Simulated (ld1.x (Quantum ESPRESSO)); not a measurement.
## iridium (Ir): excitation energies, all-electron against ultrasoft

ld1.x (Quantum ESPRESSO) 7.5 input, shortened:

```
&input
   title='Ir', zed=77., rel=1, dft='PZ', iswitch=3,
   config='[Xe] 4f14 5d7 6s1 6p0'
 /
 &inputp
   pseudotype=3, tm=.true., lloc=-1, rcloc=2.30,
   nlcc=.true., rcore=1.75
 /
6
6S  1  0   1.00   0.00  1.85  2.35  0.0
6S  1  0   0.00   0.30  1.85  2.35  0.0
5P  2  1   6.00   0.00  1.45  1.85  0.0
6P  3  1   0.00   0.00  1.45  1.85  0.0
5D  3  2   7.00   0.00  1.85  2.40  0.0
5D  3  2   0.00   3.65  1.85  2.40  0.0
 &test
   configts(1)='5p6 5d7 6s1 6p0'
 /
```

Energies are relative to the spin-unpolarised reference configuration 5p6 5d7 6s1 6p0; without spin polarisation the order of configurations can differ from experiment. Spin-polarised rows fill each open shell by Hund’s rule, majority spin first. Not all tests gave a result: 2 of 9 tests not solved or not reliable. Left out of the table: 5p6 5d7 6s0 6p1 (solver errors, printed error +856 meV); 5p6 5d7 6s1 6p1 (solver errors, printed error -2.5 eV). The frozen-core shift is the all-electron ΔE with the core orbitals held at their reference shape minus the fully relaxed ΔE.

| valence configuration | charge | ΔE all-electron (eV) | error AE − PS (meV) | frozen-core shift (meV) |
| --- | --- | --- | --- | --- |
| 5p6 5d7 6s2 6p0 | 0 | -10.185 | -5.8 | -3.3 |
| 5p6 5d7 6s0 6p0 | +2 | 17.850 | -28 | +5.5 |
| 5p6 5d6 6s0 6p0 | +3 | 48.692 | -321 | +18 |
| 5p6 5d8 6s0 6p0 | +1 | -1.160 | -102 | n/a |
| 5p6 5d7 6s1 6p0 (spin-polarised) | +1 | -1.829 | +175 | n/a |

(1) What are ΔE and the potential's error for 5p6 5d5 6s0 6p0?

(2) What are ΔE and the potential's error for 5p6 5d7 6s2 6p0 (spin-polarised)?

A Bessel basis up to 400 Ry misses an occupied level by 0.73 Ry, so cutoffs and ghosts were not judged.

Answers

(1) ΔE = 92.573 eV all-electron; the error (AE − PS) is -972 meV.

(2) ΔE = -11.337 eV all-electron; the error (AE − PS) is +141 meV.

A variational frozen-core shift is positive and of second order in the change. This column holds negative values, so the frozen-core run of ld1.x carries numerical noise or an error of first order here, and the column gives no more than the rough size of the effect.
